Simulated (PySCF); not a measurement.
The numbers are results of B3LYP-D3(BJ)/def2-TZVP // PBE0-D4/def2-TZVP in PySCF 2.14.0, not measurements. Isolated molecules, 0 K electronic values unless said otherwise. One relaxed conformer stands for a flexible species; it need not be the lowest. B3LYP has the VWN-RPA correlation part, as in Gaussian. Excitations are Tamm–Dancoff values on a coarser integration grid. The basis has no diffuse functions, so Rydberg states are missing or too high.

Reference species (SMILES): `OC[SiH2]Cl` (H–O–C–Si torsion -176°, O–C–Si–Cl torsion 67°) (neutral, multiplicity 1).

```json
{
  "S1 excitation (TDA)": "6.89 eV",
  "HOMO–LUMO gap": "8.15 eV",
  "S1 oscillator strength": "0.001"
}
```

Changed species: `[SiH3]Cl` (X = H; the reference has X = hydroxymethyl).

### Question
Give the shifts of the S1 excitation (TDA), HOMO–LUMO gap and S1 oscillator strength.

### Answer
the S1 excitation (TDA) rises by 0.39 eV, to 7.28 eV; the HOMO–LUMO gap rises by 0.33 eV, to 8.48 eV; the S1 oscillator strength hardly moves.
